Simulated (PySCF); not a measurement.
B(Cl)2(NCO) (CBCl2NO), SMILES O=C=NB(Cl)Cl. Atoms are numbered in the order given.

```xyz
6

B      0.0000     0.0000     0.4285
Cl     0.0000     1.5226     1.3160
Cl     0.0000    -1.5226     1.3160
N      0.0000     0.0000    -0.9777
C      0.0000     0.0000    -2.1869
O      0.0000     0.0000    -3.3651
```
Charge 0, spin multiplicity 1.

Geometry optimised at PBE-D3(BJ)/def2-SVP. This is a generated structure with no PubChem entry under its InChIKey; it may be hypothetical. One conformer was computed; it need not be the lowest.

Level of theory: PBE/pcSseg-1 (PySCF).

GIAO shieldings, no solvent; atoms alike by connectivity are averaged. δ = σ(ref) − σ: ¹¹B against BF3 (σ = 83.9 ppm); ³⁵Cl against HCl (σ = 936.5 ppm); ¹⁵N against NH3 (σ = 267.0 ppm); ¹³C against TMS (σ = 182.0 ppm); ¹⁷O against H2O (σ = 334.3 ppm), references at their B3LYP-D3(BJ)/def2-TZVP geometries, non-relativistic (without spin–orbit terms, shifts of atoms bonded to Cl or Br come out too high).

```tsv
nucleus	atoms	count	δ (ppm)
¹¹B	B1	1	17.3
³⁵Cl	Cl2, Cl3	2	278.8
¹⁵N	N4	1	100.2
¹³C	C5	1	125.8
¹⁷O	O6	1	196.0
```
